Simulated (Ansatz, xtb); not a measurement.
## Relaxing a trial structure of FGeH3P+

The starting geometry of this gas-phase singlet has its atoms placed at random.

```xyz
6

F    -0.9933   -0.5686    0.4077
Ge   -0.6499   -0.7892   -1.0797
P    -0.7962    1.6053   -1.2076
H     0.8760    1.0792   -0.6101
H    -1.2308    1.3812    0.5211
H     0.6717   -0.8904   -0.8699
```

Q: Guess where an optimisation with r2SCAN-D4/def2-SVP ends from this start.

A: It ends as a structure given below by its coordinates. Distances that change by over a tenth: F1–Ge2 (1.54 → 1.70 Å), Ge2–H6 (1.34 → 1.53 Å). Contacts that close: P3–H4 (1.85 → 1.43 Å), P3–H5 (1.80 → 1.43 Å).

The energy falls by 5.32 eV over 15 steps:

```tsv
step	E − E(last) (eV)
1	5.316
3	0.988
4	0.559
6	0.129
7	0.059
9	0.011
10	0.011
12	0.000
13	0.000
15	0.000
```

Final geometry (Å):

```yaml
atoms:
  - { symbol: F, position_ang: [-1.4116, -1.3552, 0.4235] }
  - { symbol: Ge, position_ang: [-0.2469, -0.5799, -0.5433] }
  - { symbol: P, position_ang: [-0.7233, 1.5631, -1.0264] }
  - { symbol: H, position_ang: [0.6440, 1.9628, -0.9181] }
  - { symbol: H, position_ang: [-1.1277, 1.8357, 0.3157] }
  - { symbol: H, position_ang: [0.7431, -1.6088, -1.0899] }
```

From the same start GFN2-xTB reaches the same bonding as this run.

From so rough a start the end depends on the optimiser's path, so another program may land elsewhere. The end wasn't checked by frequencies. Run with Ansatz 0.2.0, 26 s on 2 threads of Arm Neoverse V2 (shared host).
